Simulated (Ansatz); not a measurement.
B(CH2SiH3)3 (C3H15BSi3), relaxed as a singlet with RKS PBE-D4/def2-SVP in Ansatz, starting from the GFN2-xTB geometry. Force threshold 0.02 eV/Å.

Start:

```xyz
22

B    -0.253   -0.210    0.047
C    -1.118    1.033    0.453
Si   -0.130    2.660    0.365
H    -1.962    1.160   -0.227
H    -1.533    0.949    1.460
H     1.098    2.587    1.161
H     0.225    2.967   -1.026
H    -0.968    3.753    0.875
C     0.075   -0.462   -1.465
Si   -1.265   -1.547   -2.277
H     0.127    0.464   -2.040
H     1.028   -0.978   -1.599
H    -1.352   -2.849   -1.608
H    -2.573   -0.889   -2.202
H    -0.925   -1.763   -3.688
C     0.290   -1.208    1.127
Si    1.961   -0.637    1.843
H    -0.391   -1.327    1.971
H     0.451   -2.203    0.706
H     2.886   -0.254    0.772
H     1.773    0.499    2.750
H     2.556   -1.744    2.603
```

```
step  energy (eV)  largest force component (eV/Å)  SCF passes
   1  -27636.7054                           0.850          19
   2  -27636.8736                           0.240          18
   3  -27636.8883                           0.057          19
   4  -27636.8886                           0.049          13
   5  -27636.8889                           0.004          19
   6  -27636.8890                           0.015          19
   7  -27636.8891                           0.013          19
   8  -27636.8892                           0.007          19
```

Force components are those of the run's own axes.

End:

```tsv
atom	x (Å)	y (Å)	z (Å)
B1	-0.2461	-0.2138	0.0316
C2	-1.1150	1.0242	0.4719
Si3	-0.1254	2.6444	0.3567
H4	-1.9628	1.1854	-0.2310
H5	-1.5226	0.9464	1.5014
H6	1.1430	2.5812	1.1638
H7	0.2465	2.9237	-1.0753
H8	-0.9469	3.7999	0.8662
C9	0.0915	-0.4277	-1.4899
Si10	-1.2567	-1.5314	-2.2524
H11	0.0957	0.5064	-2.0910
H12	1.0487	-0.9683	-1.6525
H13	-1.3196	-2.8596	-1.5459
H14	-2.6063	-0.8725	-2.1370
H15	-0.9772	-1.7836	-3.7108
C16	0.2914	-1.2467	1.0888
Si17	1.9187	-0.6401	1.8673
H18	-0.4036	-1.4014	1.9420
H19	0.5290	-2.2336	0.6367
H20	2.8927	-0.2046	0.8040
H21	1.6697	0.5205	2.7913
H22	2.5556	-1.7487	2.6641
```

By distances, no bond broke or formed. The bond that changes most is Si17–H20, from 1.47 to 1.51 Å (atoms count from 1).

The force fell under the threshold at step 5, but the optimiser went on. No frequencies were taken in this run, so the end may be a saddle point.

Hardware: 2 threads of AMD EPYC 7R13 on a shared host and a share (18 GiB) of an NVIDIA H100 80GB HBM3. Wall time 14 s, peak host memory 0.84 GiB.
